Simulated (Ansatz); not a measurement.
Geometry optimisation, RKS PBE-D4/def2-SVP in Ansatz 0.2.0.

input.yaml

```yaml
crystal:
  periodic: [false, false, false]
  atoms:
    - { symbol: O, position_ang: [1.0175, 1.2233, 1.0686] }
    - { symbol: B, position_ang: [-0.0966, 0.2625, 1.0061] }
    - { symbol: O, position_ang: [0.1364, -1.0533, 0.418] }
    - { symbol: B, position_ang: [-0.1585, -0.9481, -0.9754] }
    - { symbol: F, position_ang: [0.7423, -0.6143, -1.9989] }
    - { symbol: H, position_ang: [0.8599, 1.8068, 0.2213] }
    - { symbol: H, position_ang: [-1.1151, 0.4992, 1.5052] }
    - { symbol: H, position_ang: [-1.2936, -1.2332, -1.3006] }
basis:
  gaussian: { orbitals: def2-SVP }
hamiltonian:
  xc: pbe
  dispersion: d4
relax:
  f_tol: 0.015
  max_steps: 40
```

Run as:

```bash
$ ansatz run input.yaml --threads 1 --pin off --max-ram 2048MiB --backend cpu --events-out ev --progress --plain --runs-dir out
```

Where does it end, and by what steps?

The run converged. The force dipped under the threshold on the way, but the program's further checks kept it going. After 19 steps the energy has fallen by 1.783 eV; H8 moved furthest, 1.45 Å.

```json
{"step": "0", "energy less start (eV)": "0.0000", "largest force component (eV/Å)": "3.988", "accepted": "yes"}
{"step": "1", "energy less start (eV)": "-0.5006", "largest force component (eV/Å)": "1.903", "accepted": "yes"}
{"step": "2", "energy less start (eV)": "-0.7667", "largest force component (eV/Å)": "1.105", "accepted": "yes"}
{"step": "3", "energy less start (eV)": "-0.9568", "largest force component (eV/Å)": "0.769", "accepted": "yes"}
{"step": "4", "energy less start (eV)": "-1.1262", "largest force component (eV/Å)": "1.594", "accepted": "yes"}
{"step": "5", "energy less start (eV)": "-1.3070", "largest force component (eV/Å)": "0.842", "accepted": "yes"}
{"step": "6", "energy less start (eV)": "-1.4319", "largest force component (eV/Å)": "0.570", "accepted": "yes"}
{"step": "7", "energy less start (eV)": "-1.5084", "largest force component (eV/Å)": "0.565", "accepted": "yes"}
{"step": "8", "energy less start (eV)": "-1.5860", "largest force component (eV/Å)": "0.535", "accepted": "yes"}
{"step": "9", "energy less start (eV)": "-1.6619", "largest force component (eV/Å)": "0.489", "accepted": "yes"}
{"step": "10", "energy less start (eV)": "-1.7279", "largest force component (eV/Å)": "0.254", "accepted": "yes"}
{"step": "11", "energy less start (eV)": "-1.7695", "largest force component (eV/Å)": "0.194", "accepted": "yes"}
{"step": "12", "energy less start (eV)": "-1.7815", "largest force component (eV/Å)": "0.032", "accepted": "yes"}
{"step": "13", "energy less start (eV)": "-1.7821", "largest force component (eV/Å)": "0.032", "accepted": "yes"}
{"step": "14", "energy less start (eV)": "-1.7816", "largest force component (eV/Å)": "0.133", "accepted": "no"}
{"step": "15", "energy less start (eV)": "-1.7826", "largest force component (eV/Å)": "0.021", "accepted": "yes"}
{"step": "16", "energy less start (eV)": "-1.7828", "largest force component (eV/Å)": "0.016", "accepted": "yes"}
{"step": "17", "energy less start (eV)": "-1.7828", "largest force component (eV/Å)": "0.050", "accepted": "no"}
{"step": "18", "energy less start (eV)": "-1.7829", "largest force component (eV/Å)": "0.011", "accepted": "yes"}
{"step": "19", "energy less start (eV)": "-1.7829", "largest force component (eV/Å)": "0.012", "accepted": "yes"}
```

```xyz
8
Properties=species:S:1:pos:R:3
O 1.166 0.952 0.971
B -0.135 0.620 0.755
O -0.401 -0.503 0.020
B -0.276 -1.187 -1.134
F -0.010 -0.535 -2.272
H 1.249 1.738 1.540
H -1.066 1.248 1.229
H -0.434 -2.390 -1.164
```

Whether the end is a true minimum wasn't checked by a vibrational analysis.

Time of the run: 49 s on 1 CPU thread of a shared host.
